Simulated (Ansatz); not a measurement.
Program: Ansatz 0.2.0.

`C=C[SiH2][NH][GeH3]` at its PBE0-D4/def2-TZVP geometry, where that method's forces vanish. Charge 0, multiplicity 1.

| atom | x (Å) | y (Å) | z (Å) |
| --- | --- | --- | --- |
| C1 | -2.2926 | -1.8810 | 0.3451 |
| C2 | -1.0196 | -1.5302 | 0.5114 |
| Si3 | -0.1612 | -0.3420 | -0.6310 |
| N4 | 0.4375 | 1.0282 | 0.2168 |
| Ge5 | 2.0533 | 1.8761 | 0.0016 |
| H6 | -2.7996 | -2.5752 | 1.0101 |
| H7 | -2.8860 | -1.4858 | -0.4757 |
| H8 | -0.4725 | -1.9535 | 1.3531 |
| H9 | -1.1596 | -0.0083 | -1.6909 |
| H10 | 1.0277 | -0.9635 | -1.2762 |
| H11 | -0.2242 | 1.5329 | 0.7888 |
| H12 | 3.0278 | 0.8423 | -0.5766 |
| H13 | 2.5273 | 2.3776 | 1.3775 |
| H14 | 1.9417 | 3.0823 | -0.9541 |

Question: For each bond, give half the difference of the two atoms' forces along it (eV/Å; positive pushes the atoms apart) under PBE-D4, r2SCAN-D4, B3LYP-D4, ωB97M-V in def2-TZVPP. (Estimate.)

Answer: The calculation gave: 
```json
{"bond": "C1–C2", "length (Å)": "1.331", "PBE-D4": "0.36", "r2SCAN-D4": "0.20", "B3LYP-D4": "0.12", "ωB97M-V": "0.02"}
{"bond": "C1–H6", "length (Å)": "1.087", "PBE-D4": "0.01", "r2SCAN-D4": "-0.07", "B3LYP-D4": "-0.09", "ωB97M-V": "-0.06"}
{"bond": "C1–H7", "length (Å)": "1.087", "PBE-D4": "0.03", "r2SCAN-D4": "-0.05", "B3LYP-D4": "-0.07", "ωB97M-V": "-0.05"}
{"bond": "C2–Si3", "length (Å)": "1.858", "PBE-D4": "-0.15", "r2SCAN-D4": "-0.06", "B3LYP-D4": "0.04", "ωB97M-V": "0.06"}
{"bond": "C2–H8", "length (Å)": "1.089", "PBE-D4": "0.05", "r2SCAN-D4": "-0.02", "B3LYP-D4": "-0.08", "ωB97M-V": "-0.06"}
{"bond": "Si3–N4", "length (Å)": "1.719", "PBE-D4": "0.07", "r2SCAN-D4": "0.02", "B3LYP-D4": "0.05", "ωB97M-V": "0.09"}
{"bond": "Si3–H9", "length (Å)": "1.494", "PBE-D4": "0.04", "r2SCAN-D4": "-0.03", "B3LYP-D4": "-0.10", "ωB97M-V": "-0.14"}
{"bond": "Si3–H10", "length (Å)": "1.489", "PBE-D4": "0.05", "r2SCAN-D4": "-0.03", "B3LYP-D4": "-0.11", "ωB97M-V": "-0.13"}
{"bond": "N4–Ge5", "length (Å)": "1.837", "PBE-D4": "0.14", "r2SCAN-D4": "0.06", "B3LYP-D4": "0.21", "ωB97M-V": "0.11"}
{"bond": "N4–H11", "length (Å)": "1.010", "PBE-D4": "0.18", "r2SCAN-D4": "0.03", "B3LYP-D4": "-0.06", "ωB97M-V": "-0.04"}
{"bond": "Ge5–H12", "length (Å)": "1.534", "PBE-D4": "0.04", "r2SCAN-D4": "-0.06", "B3LYP-D4": "-0.03", "ωB97M-V": "-0.08"}
{"bond": "Ge5–H13", "length (Å)": "1.539", "PBE-D4": "0.04", "r2SCAN-D4": "-0.06", "B3LYP-D4": "-0.05", "ωB97M-V": "-0.10"}
{"bond": "Ge5–H14", "length (Å)": "1.543", "PBE-D4": "0.04", "r2SCAN-D4": "-0.05", "B3LYP-D4": "-0.04", "ωB97M-V": "-0.10"}
```

B3LYP here is the variant with VWN-RPA as its local correlation; programs differ in this.
